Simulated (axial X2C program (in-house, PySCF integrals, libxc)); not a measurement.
# What spin–orbit coupling does to RuB

Computed with an axial X2C code built on PySCF integrals. Spin-free means the one-electron spin-free X2C Hamiltonian; two-component (2c) means X2C with spin–orbit coupling and atomic mean-field two-electron Coulomb and Gaunt terms, so the difference of the two also holds small scalar two-electron terms. Basis: Ru dyall-cv3z [12s12p8d5f3g], B dyall-v3z [7s6p2d1f] (cores contracted in-house); Gaussian nuclei, density fitting, unrestricted open shells. Masses: Ru 101.904 u, B 11.009 u.

Spin-free state: M_S = 1/2, Λ = 2 (beyond evenly filled blocks: δ+α, δ+β, δ-α); fragments Ru + B.

```csv
level,Re (Å),ωe (cm⁻¹),De (eV),μ (D)
PBE0,1.692,952.3,4.574,-3.60
PW91,1.713,927.3,5.352,-3.40
```

Dipoles are positive if B is the positive end.

Question: Within this multiplet, which Ω should lie lowest by the rule for regular and inverted multiplets?

Answer: The open δ shell holds three electrons, one hole, so the multiplet is inverted: Ω = Λ + 1/2 = 5/2. The PBE0 2c search agrees.

Two-component determinant lowest at the distance of the search:

Ω = 5/2 (⟨Sz⟩ = 0.50, ⟨Lz⟩ = 2.00 at PBE0); fragments Ru + B.

```
level  Re (Å)  ωe (cm⁻¹)  μ (D)
 PBE0   1.692      951.8  -3.61
 PW91   1.712      926.9  -3.41
```

Question: From the two tables, how do the constants change at the PBE0 level (2c against spin-free)?

Answer: At the PBE0 level Re is unchanged within 0.001 Å and ωe decreases by 0.5 cm⁻¹.

The state is one determinant whose occupation by symmetry is held fixed; it was picked as the lowest of a PBE0 search that is not exhaustive. Dissociation energies refer to the lowest single-determinant-based atoms at the same level and basis. De is not given where an atomic determinant may have missed its ground term or J level, or where the truncated virtual space spoils (T). Density functionals use the spin component along the axis (collinear). PBE0 can misorder states that lie within some tenths of an eV, so this need not be the ground state of the molecule. The nearest other spin-free determinant of the search, M_S = 3/2, Λ = 0, lies 0.39 eV up at the distance of the search. The functionals have no current-density term, which raises determinants with orbital currents, atoms included. At some level and bond length an empty orbital lies below a filled one. The determinant is spin-polarised beyond a pure state at some levels (its spin-free form has ⟨S²⟩ too high), which makes Re and μ there less reliable.
